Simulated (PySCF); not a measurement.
# Radial density of Li (lithium, neutral)

wB97X, [He] 2s1, 2S determinant. Calculation: PySCF 2.14, in aug-cc-pVQZ with one added diffuse shell each of s, p, d, f, g type (7s6p5d4f3g, 105 functions); no relativity, point nucleus.

```csv
r (bohr),4πr²ρ (e/bohr),4πr²(ρα − ρβ)
0.00938,0.01451,0.0002
0.0158,0.03944,0.0006
0.0265,0.1047,0.0017
0.0446,0.2659,0.0043
0.0751,0.6284,0.0099
0.126,1.316,0.0200
0.212,2.265,0.0317
0.357,2.841,0.0316
0.601,2.148,0.0080
1.01,0.7344,0.0030
1.70,0.1806,0.1128
2.86,0.2677,0.2670
4.81,0.1687,0.1687
8.09,0.01558,0.0156
13.6,0.0001292,0.0001
```
